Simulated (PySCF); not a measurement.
Frontier orbitals and the lowest excitations

Species: C4H6N2OSe.
Atom-mapped SMILES: `[CH3:1][CH2:2][O:3][c:4]1[cH:5][n:6][se:7][n:8]1` (hydrogens: H9, H10, H11 on C1; H12, H13 on C2; H14 on C5)

Cartesian coordinates in Å at the PBE0-D3(BJ)/def2-SVP level; atoms count from 1:
```xyz
14
C4H6N2OSe angstrom
C      1.867   -0.706    0.710
C      1.334    0.419   -0.148
O      0.141    0.989    0.387
C     -0.995    0.326    0.198
C     -2.226    0.866    0.754
N     -3.305    0.187    0.525
Se    -2.833   -1.257   -0.456
N     -1.095   -0.783   -0.472
H      1.174   -1.558    0.716
H      2.832   -1.052    0.310
H      2.025   -0.366    1.744
H      1.137    0.074   -1.175
H      2.044    1.257   -0.188
H     -2.256    1.794    1.334
```

Theory: PySCF 2.14.0, density-fitted response routines, TDDFT B3LYP/def2-SVPD, vertical, gas phase, core orbitals frozen in the response. The B3LYP/def2-SVPD calculation is non-relativistic and has no spin–orbit coupling, an omission that weighs most on selenium.

Frontier orbitals with the atoms that hold most of them (Löwdin shares over 4%, at most four atoms; ? is withheld):

```
orbital  ε (eV)                            atoms
 HOMO-3   -8.84  N8 35%, Se7 17%, N6 13%, C5 12%
 HOMO-2   -8.42  N8 34%, N6 17%, Se7 12%, O3 11%
 HOMO-1   -8.14                                ?
   HOMO   -6.64                                ?
   LUMO       ?  N6 29%, C5 18%, N8 17%, Se7 17%
 LUMO+1   -1.01          Se7 71%, N8 11%, N6 11%
 LUMO+2    0.21           Se7 63%, N6 10%, N8 8%
```

Q: Which atoms hold the HOMO-1, and with what shares?

A: N6 (bonded to C and Se) 48%; N8 (bonded to C and Se) 29%; Se7 (bonded to 2 N) 8%; C5 (bonded to C, N and H) 6%. By element: nitrogen 77%, selenium 8%, carbon 6% or more.

Q: Give the leading atoms of the HOMO.

A: Se7 (bonded to 2 N) 46%; O3 (bonded to 2 C) 15%; C5 (bonded to C, N and H) 10%; C4 (bonded to C, N and O) 9%. By element: selenium 46%, carbon 19% or more, oxygen 15%.

Q: What is the LUMO energy, and the HOMO–LUMO gap?

A: ε(LUMO) = -1.71 eV; the gap is 4.92 eV (0.1809 hartree).

Q: The HOMO–LUMO gap is 4.92 eV. Where does the response calculation put the lowest singlet, and from which orbitals?

A: S1 is at 4.44 eV (f = 0.0009), 0.48 eV below the gap, made of HOMO→LUMO+1 (98%). Its leading pair isn't HOMO and LUMO; the energies of that pair differ by 5.63 eV. 

Q: One configuration dominates each of S1, S2, S3 and S6. Which, and how do the shares of the two leading atoms of either orbital change from the occupied to the empty one?

A: 
- S1 (4.44 eV, f 0.0009), HOMO→LUMO+1 (98%): Se7 46% → 71%, O3 15% → at most 4%, N8 at most 9% → 11%
- S2 (4.50 eV, f 0.121), HOMO→LUMO (94%): Se7 46% → 17%, O3 15% → at most 18%, N6 at most 9% → 29%, C5 10% → 18%
- S3 (5.01 eV, f 0.0006), HOMO-1→LUMO (99%): N6 48% → 29%, N8 29% → 17%, C5 6% → 18%
- S6 (5.98 eV, f 0.010), HOMO-1→LUMO+1 (81%): N6 48% → 11%, N8 29% → 11%, Se7 8% → 71%

Löwdin shares depend on the basis, the more so with diffuse functions.

One conformer stands for the species.
